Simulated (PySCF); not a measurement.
Polarisability as a sum over states

C6H8O3.
SMILES with atom numbers: `[CH3:1][O:2][CH2:3][C:4]1=[CH:5][O:6][C:7](=[O:8])[CH2:9]1` (hydrogens: H10, H11, H12 on C1; H13, H14 on C3; H15 on C5; H16, H17 on C9)

Structure used (GFN2-xTB), in Å, numbered top down from 1:
```xyz
17
C6H8O3 angstrom
C     -2.892   -0.280    0.017
O     -1.525   -0.349    0.327
C     -0.738    0.519   -0.462
C      0.688    0.373   -0.055
C      1.531    1.303    0.388
O      2.779    0.813    0.679
C      2.793   -0.526    0.442
O      3.760   -1.206    0.612
C      1.418   -0.934   -0.055
H     -3.395   -0.981    0.680
H     -3.288    0.729    0.183
H     -3.079   -0.564   -1.027
H     -0.852    0.256   -1.528
H     -1.062    1.563   -0.330
H      1.404    2.357    0.541
H      1.486   -1.398   -1.040
H      0.962   -1.661    0.619
```

Level of theory: PySCF 2.14.0, density-fitted response routines, TDDFT PBE0/def2-SVPD, vertical, gas phase, core orbitals frozen in the response.

Excitation energies and transition dipoles (atomic units, axes of the coordinates) of those of the lowest 6 singlets that add 0.02 au or more to the mean polarisability:

| state | ΔE (hartree) | μx | μy | μz |
| --- | --- | --- | --- | --- |
| S1 | 0.2023 | -0.233 | -0.037 | -0.024 |
| S2 | 0.2065 | 0.874 | 0.093 | 0.303 |
| S3 | 0.2302 | -0.092 | 0.039 | 0.074 |
| S4 | 0.2430 | 0.134 | 0.147 | -0.061 |
| S5 | 0.2563 | -0.656 | -0.434 | -0.332 |
| S6 | 0.2613 | -0.068 | 0.078 | 0.187 |

**Question.** What does each state add to αxx, αyy and αzz, and how do the sums compare with the full static tensor?

**Answer.** Each state adds 2 μα² / ΔE.

```csv
state,αxx (au),αyy (au),αzz (au)
S1,0.54,0.01,0.01
S2,7.40,0.08,0.89
S3,0.07,0.01,0.05
S4,0.15,0.18,0.03
S5,3.36,1.47,0.86
S6,0.04,0.05,0.27
all 6 states,11.6,1.8,2.1
full response,101.7,78.6,61.6
share (%),11,2,3
```

The rest comes from the higher roots of the same response equations.

**Question.** Give the full tensor and its principal values.

**Answer.** In au, rows and columns x, y, z:
```
x   101.7  -1.0   8.0
y    -1.0  78.6   2.0
z     8.0   2.0  61.6
```
Principal values 59.8, 78.9 and 103.3 au; mean 80.6 au (11.95 Å³).

**Question.** By how much does the contribution of these states grow at 632.8 nm?

**Answer.** With ω = 0.0720 hartree each state's term in the mean polarisability goes from f / ΔE² to f / (ΔE² − ω²), f = (2/3) ΔE |μ|²; the sum over all 6 states goes from 5.15 to 5.75 au, a rise of 0.60 au.

A one-level model with all 50 active electrons at a single energy would need ΔE = √(N/α) = 21.4 eV to give this α, against S1 at 5.50 eV.

Hardware: an Arm Neoverse N1 with one thread, shared host. Cost: 99 s of wall time (with the writing of density and orbital grids), 1.0 GiB resident at most.

One conformer stands for the species.
